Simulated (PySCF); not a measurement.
**Ar³⁺ (argon, charge +3) across methods**

[Ne] 3s2 3p3, high-spin 4S determinant. Calculation: PySCF 2.14, in x2c-TZVPPall (5s5p3d1f, 42 functions); scalar relativity by spin-free X2C-1e.

```tsv
method	E (hartree)	mean ε 3s α (eV)	mean ε 3s β (eV)	mean ε 3p α (eV)	Σ⟨r²⟩ (bohr²)	⟨S²⟩
LDA	-524.6157	-67.066	-62.882	-51.515	12.03	3.750
r2SCANh	-526.2307	-70.116	-63.328	-53.142	12.01	3.750
PBE	-526.0673	-67.356	-62.637	-51.613	12.02	3.750
PBEsol	-525.3212	-67.199	-62.528	-51.518	12.02	3.750
r2SCAN	-526.2308	-68.949	-62.671	-52.391	12.01	3.750
HSE06	-526.1265	-70.356	-63.997	-53.303	12.01	3.750
UHF	-525.66357	-80.160	-67.725	-59.205	12.08	3.751
PBE0	-526.1062	-70.793	-64.357	-53.736	12.01	3.750
BLYP	-526.2820	-66.998	-62.781	-51.295	12.02	3.750
```
